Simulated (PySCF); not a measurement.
Mg(iPr)(NH2) (C₃H₉MgN), SMILES C[CH](C)[Mg][NH2]. Atoms are numbered in the order given.

```xyz
14

Mg     0.0515     0.7964     0.6751
C     -0.2794    -0.4683    -1.0002
C     -1.2285    -1.6327    -0.6772
C      1.0312    -0.9877    -1.6112
H     -0.7752     0.1649    -1.7617
H     -1.4171    -2.2690    -1.5662
H     -0.8144    -2.3025     0.0982
H     -2.2139    -1.2905    -0.3159
H      1.7023    -0.1729    -1.9340
H      0.8470    -1.6225    -2.5022
H      1.6008    -1.6131    -0.9001
N      0.3468     1.9286     2.1723
H      1.1380     2.5537     2.3162
H     -0.2529     2.0267     2.9897
```

Geometry: B3LYP-D3(BJ)/def2-SVP. The structure was generated by enumeration; whether it is a known compound was not checked. The values are those of a single conformer.

Two levels are set side by side: PBE/pcSseg-1 (PySCF) and KT2/pcSseg-1 (PySCF). GIAO shifts against NH3 (¹⁵N), TMS (¹H), TMS (¹³C) at the same level; non-relativistic, no solvent, atoms listed together averaged. Differences are taken from unrounded values.

| quantity | KT2 | PBE | PBE minus KT2 |
|---|---|---|---|
| δ(¹³C) of C2 (ppm) | 21.9 | 19.6 | -2.2 |
| δ(¹³C) of C3, C4 (ppm) | 29.4 | 29.6 | 0.1 |
| δ(¹H) of H5 (ppm) | 1.28 | 1.15 | -0.13 |
| δ(¹⁵N) of N12 (ppm) | -22.3 | -23.6 | -1.3 |
| δ(¹H) of H13, H14 (ppm) | -1.25 | -1.34 | -0.09 |

Rough cost on one machine, each run with all the roots and properties that it gave: KT2 against PBE within a factor of 2.
